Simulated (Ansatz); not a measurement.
Born–Oppenheimer molecular dynamics of CH6ClNSi (10 atoms, charge 0, multiplicity 1). It starts from a rough guess of a transition structure, not a stationary point.

Method: UKS PBE/6-31G (Ansatz 0.2.0).

```
ensemble                      : NVE (velocity Verlet)
time step                     : 0.5 fs
steps asked                   : 150
starting velocities drawn for : 100 K
seed                          : 536040
```

First frame:

```xyz
10
Properties=species:S:1:pos:R:3
Si -1.169 -0.305 -0.742
Cl 0.227 -2.081 -1.785
N 0.277 -0.026 0.030
C 0.804 0.821 1.064
H 0.934 -1.020 -0.574
H -2.287 -1.037 -0.146
H -1.633 0.504 -1.868
H 0.062 1.553 1.384
H 1.101 0.231 1.935
H 1.684 1.360 0.702
```

Problem. How far do the bonds stretch over the last three quarters of this one trajectory? (Pairs bonded in most of those frames.)

Solution. 
```tsv
bond	mean (Å)	spread (Å)	shortest	longest
Si1–Cl2	2.213	0.109	2.07	2.41
Si1–N3	1.801	0.062	1.69	1.90
Si1–H6	1.534	0.047	1.46	1.60
Si1–H7	1.527	0.042	1.46	1.58
N3–C4	1.487	0.036	1.41	1.55
N3–H5	1.117	0.160	0.85	1.32
C4–H8	1.106	0.029	1.06	1.15
C4–H9	1.110	0.014	1.09	1.13
C4–H10	1.108	0.021	1.07	1.15
```

Mean temperature of the second half: 1329 K. The conserved energy stayed within 2.7 meV per atom of its start (net change 0.051 meV per atom), so there is no drift, though single steps change it by up to 28 meV in the whole system, a sign of fast motions only just resolved. The system heated up, since it started high on the potential surface and ran downhill. A run of 0.075 ps of so small a system gives no equilibrium averages. The orbitals stay closed-shell, which can raise the energy where a bond breaks towards radicals; this wasn't checked here. Limits of this set-up: no polarisation functions.

Run time: 11 min on 1 CPU thread of a shared host.
